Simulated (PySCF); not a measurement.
Geometry:
| atom | x (Å) | y (Å) | z (Å) |
| --- | --- | --- | --- |
| C1 | -2.349 | 0.998 | 0.675 |
| C2 | -1.497 | -0.008 | 0.672 |
| C3 | -0.402 | -0.198 | -0.337 |
| C4 | -0.606 | -1.512 | -1.097 |
| C5 | 0.945 | -0.204 | 0.362 |
| C6 | 2.171 | 0.225 | -0.385 |
| C7 | 1.616 | 1.089 | 0.706 |
| H8 | -2.317 | 1.772 | -0.075 |
| H9 | -3.119 | 1.096 | 1.422 |
| H10 | -1.552 | -0.772 | 1.437 |
| H11 | -0.426 | 0.632 | -1.051 |
| H12 | 0.185 | -1.647 | -1.832 |
| H13 | -1.564 | -1.510 | -1.611 |
| H14 | -0.585 | -2.356 | -0.410 |
| H15 | 1.060 | -1.019 | 1.068 |
| H16 | 2.051 | 0.558 | -1.406 |
| H17 | 3.098 | -0.299 | -0.208 |
| H18 | 2.161 | 1.159 | 1.636 |
| H19 | 1.120 | 2.007 | 0.427 |

All values are calculated (PySCF 2.14): σ from GIAO-PBE0/pcSseg-1, GFN2-xTB geometry. Gas phase, relativity neglected, fast rotation and ring inversion assumed for equivalent nuclei, one conformer.

δ = σ(ref) − σ, references computed at the same level: TMS for ¹³C (σref 186.93) and ¹H (σref 31.72).

```json
{"atoms": "H8", "nucleus": "¹H", "count": "1", "Hirshfeld charge": "0.04", "δ (ppm)": "5.20"}
{"atoms": "C6", "nucleus": "¹³C", "count": "1", "Hirshfeld charge": "-0.09", "δ (ppm)": "?"}
{"atoms": "H11", "nucleus": "¹H", "count": "1", "Hirshfeld charge": "0.04", "δ (ppm)": "0.85"}
{"atoms": "H19", "nucleus": "¹H", "count": "1", "Hirshfeld charge": "0.04", "δ (ppm)": "?"}
{"atoms": "H12/H13/H14", "nucleus": "¹H", "count": "3", "Hirshfeld charge": "0.04", "δ (ppm)": "?"}
{"atoms": "H9", "nucleus": "¹H", "count": "1", "Hirshfeld charge": "0.04", "δ (ppm)": "5.15"}
{"atoms": "H15", "nucleus": "¹H", "count": "1", "Hirshfeld charge": "0.04", "δ (ppm)": "0.44"}
{"atoms": "C2", "nucleus": "¹³C", "count": "1", "Hirshfeld charge": "-0.03", "δ (ppm)": "154.3"}
{"atoms": "H10", "nucleus": "¹H", "count": "1", "Hirshfeld charge": "0.04", "δ (ppm)": "6.12"}
{"atoms": "C5", "nucleus": "¹³C", "count": "1", "Hirshfeld charge": "-0.04", "δ (ppm)": "20.9"}
{"atoms": "C1", "nucleus": "¹³C", "count": "1", "Hirshfeld charge": "-0.11", "δ (ppm)": "118.4"}
{"atoms": "C3", "nucleus": "¹³C", "count": "1", "Hirshfeld charge": "-0.02", "δ (ppm)": "51.4"}
{"atoms": "C7", "nucleus": "¹³C", "count": "1", "Hirshfeld charge": "-0.09", "δ (ppm)": "6.3"}
{"atoms": "C4", "nucleus": "¹³C", "count": "1", "Hirshfeld charge": "-0.12", "δ (ppm)": "?"}
{"atoms": "H16", "nucleus": "¹H", "count": "1", "Hirshfeld charge": "0.04", "δ (ppm)": "0.10"}
{"atoms": "H17", "nucleus": "¹H", "count": "1", "Hirshfeld charge": "0.04", "δ (ppm)": "?"}
{"atoms": "H18", "nucleus": "¹H", "count": "1", "Hirshfeld charge": "0.05", "δ (ppm)": "0.41"}
```

Question: Fill in the missing shifts.

Answer: 
- C4: 23.7 ppm, methyl carbon; aliphatic region, no heteroatom directly attached
- C6: 6.9 ppm, three-membered-ring carbon; carbons of three-membered rings are unusually shielded
- H12/H13/H14: 1.19 ppm, hydrogen on a methyl carbon
- H17: 0.54 ppm, hydrogen on a three-membered-ring carbon; cyclopropane-type protons are shielded by the ring
- H19: 0.09 ppm, hydrogen on a three-membered-ring carbon; cyclopropane-type protons are shielded by the ring

Shifts are as computed. Against solution values, carbons near 30 ppm lie about +3 ppm off and those near 130 ppm about +5 ppm. Of 1211 compounds with measured shifts, 218 miss one by over three times the rms of a fit or turn the order of signals round; such compounds aren't used in these exercises.
